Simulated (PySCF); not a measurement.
Species: C5H6O2.
Numbering: `[CH2:1]=[CH:2][O:3][C:4](=[O:5])[CH:6]=[CH2:7]` (hydrogens: H8, H9 on C1; H10 on C2; H11 on C6; H12, H13 on C7)

Structure used (PBE0-D3(BJ)/def2-TZVP), in Å, numbered top down from 1:
```xyz
13
C5H6O2 angstrom
C     -2.9282   -0.2206    0.5826
C     -1.7889    0.3901    0.3103
O     -0.6232   -0.3264    0.2401
C      0.5189    0.3503   -0.0497
O      0.5639    1.5329   -0.2459
C      1.6587   -0.5839   -0.0837
C      2.8804   -0.1440   -0.3535
H     -2.9748   -1.2883    0.7549
H     -3.8405    0.3562    0.6362
H     -1.6775    1.4513    0.1284
H      1.4459   -1.6266    0.1189
H      3.0506    0.9085   -0.5514
H      3.7295   -0.8153   -0.3832
```

Level: wB97X-D/pcSseg-2 in PySCF, non-relativistic, on one gas-phase PBE0-D3(BJ)/def2-TZVP geometry that isn't relaxed in the solvent. The solvent is an IEF-PCM continuum (cavity from Bondi-type radii × 1.2). The model holds no explicit solvent molecules, cavitation or dispersion.

Gas phase at wB97X-D/pcSseg-2: HOMO -9.23 eV, LUMO 0.03 eV, dipole 1.74 D.

Problem. What does the continuum do to the energy, the frontier levels and the dipole at wB97X-D/pcSseg-2 in chloroform?

Solution. 
| solvent | ε | E(solvent) − E(gas) (kJ/mol) | polarisation term (kJ/mol) | distortion of the solute (kJ/mol) | HOMO (eV) | LUMO (eV) | dipole (D) |
| --- | --- | --- | --- | --- | --- | --- | --- |
| chloroform | 4.711 | -14.46 | -15.85 | 1.39 | -9.24 | 0.07 | 2.11 |

The polarisation term is half the interaction of the solute with the surface charges that it induces; the rest is the cost of distorting the solute's density. The sum is the electrostatic part of solvation alone.

Problem. Which radius a makes the point-dipole formula ΔE = −[(ε − 1)/(2ε + 1)]·μ²/a³ give the value in chloroform, with the gas-phase dipole?

Solution. μ = 0.685 au and |ΔE| = 0.00551 Eh give a = 1.65 Å; the farthest nucleus lies 3.90 Å from the centroid of the nuclei, so such a sphere wouldn't even hold the nuclei. The formula assumes a rigid point dipole at the centre of a sphere.

Problem. Give the dipole vector in the frame of the coordinates (D, pointing from negative to positive charge), gas and chloroform.

Solution. Gas (0.60, -1.63, 0.16), solvent (0.69, -1.98, 0.20). Its length changes by +21 % and its direction by less than 1°.

Note: wB97X-D ran without an empirical dispersion term, which enters the total energy and its gradient alone.
